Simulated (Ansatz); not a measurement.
GeH2Me(NHMe) (C₂H₉GeN), relaxed as a singlet with RKS PBE0-D4/def2-SVP in Ansatz, starting from the GFN2-xTB geometry. Force threshold 0.02 eV/Å.

Start:

```xyz
13

Ge    0.1187    0.4227    0.7712
H     0.8281    1.7307    0.5459
H    -1.1170    0.7493    1.5985
C     1.2364   -0.9320    1.6486
H     1.5945   -0.5762    2.6103
H     2.0978   -1.1654    1.0283
H     0.6786   -1.8497    1.8168
N    -0.2424   -0.1860   -0.9051
C    -1.0338    0.5838   -1.8476
H    -0.4753   -1.1683   -0.9646
H    -2.1115    0.5422   -1.6502
H    -0.7195    1.6252   -1.7891
H    -0.8547    0.2237   -2.8629
```

| step | energy (eV) | largest force component (eV/Å) | SCF passes |
| --- | --- | --- | --- |
| 1 | -60207.8624 | 0.865 | 15 |
| 2 | -60207.9219 | 0.394 | 20 |
| 3 | -60207.9272 | 0.184 | 20 |
| 4 | -60207.9281 | 0.031 | 19 |
| 5 | -60207.9285 | 0.050 | 20 |
| 6 | -60207.9287 | 0.034 | 20 |
| 7 | -60207.9287 | 0.012 | 13 |

Force components are those of the run's own axes.

End:

```xyz
13

Ge    0.118    0.408    0.770
H     0.845    1.755    0.578
H    -1.156    0.666    1.624
C     1.247   -0.915    1.644
H     1.544   -0.568    2.644
H     2.152   -1.092    1.046
H     0.708   -1.867    1.758
N    -0.253   -0.217   -0.918
C    -1.022    0.579   -1.845
H    -0.518   -1.197   -0.938
H    -2.104    0.667   -1.610
H    -0.619    1.605   -1.881
H    -0.941    0.176   -2.870
```

By distances, no bond broke or formed. The bond that changes most is Ge1–H2, from 1.50 to 1.54 Å (atoms count from 1).

No frequencies were taken in this run, so the end may be a saddle point.

Run time 12 s (4 threads of Arm Neoverse V1 on a shared host).
